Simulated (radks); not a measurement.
The numbers below are computed, except where a source is named.
The tin anion Sn4-, [Xe], held by a Watson sphere: a shell of charge +3.6 at radius R that stands for the Madelung well of a crystal (potential energy -3.6/R inside, -3.6/r outside, in hartree with lengths in bohr). Code: a radial shooting solver on a logarithmic mesh with Libxc functionals. Model: scalar-relativistic Kohn-Sham, PBEsol, spin-polarised, spherical densities, point nucleus. Response by self-consistent Sternheimer equations with the Hartree and adiabatic LDA kernel, the relativistic mass of each level held fixed and spin-orbit coupling left out. The sphere does not respond.

| R (bohr) | e(4d) (eV) | e(5s) (eV) | e(5p) (eV) | <r> 5p (bohr) | sum of <r^2> (bohr^2) | X-ray form factor at sin(theta)/lambda = 0.1 1/angstrom | alpha (bohr^3) |
|---|---|---|---|---|---|---|---|
| 5.09 | -21.551 | -7.166 | -1.976 | 4.397 | 176.9 | 46.564 | 361.4 |
| 5.2 | -21.564 | -7.116 | -1.922 | 4.463 | 181.2 | 46.520 | 386.5 |
| 5.37 | -21.586 | -7.050 | -1.844 | 4.565 | 188.1 | 46.457 | 428.1 |
| 5.67 | -21.632 | -6.963 | -1.721 | 4.745 | 200.6 | 46.363 | 509.3 |

Estimate the row for R = 4 bohr.

Answer. e(4d) (eV) -21.587; e(5s) (eV) -8.075; e(5p) (eV) -2.689; <r> 5p (bohr) 3.758; sum of <r^2> (bohr^2) 138.3; X-ray form factor at sin(theta)/lambda = 0.1 1/angstrom 47.157; alpha (bohr^3) 177.2.
